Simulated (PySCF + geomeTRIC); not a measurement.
Species: CH2B2O, SMILES `B=C1BO1` (charge 0, multiplicity 1).

Give a relaxed geometry from r2SCAN-D4/def2-TZVP run with PySCF + geomeTRIC.

the end point of this relaxation (outside a Z-matrix the atoms follow the SMILES, hydrogens last).
Bonds (Å): B1–C2 1.369, B1–H5 1.171, C2–B3 1.476, C2–O4 1.498, B3–O4 1.346, B3–H6 1.180. Bond angles (°): C2–B1–H5 174.5, B1–C2–B3 165.4, B1–C2–O4 140.8, B3–C2–O4 53.8, C2–B3–O4 63.9, C2–B3–H6 156.8, O4–B3–H6 139.2, C2–O4–B3 62.2.
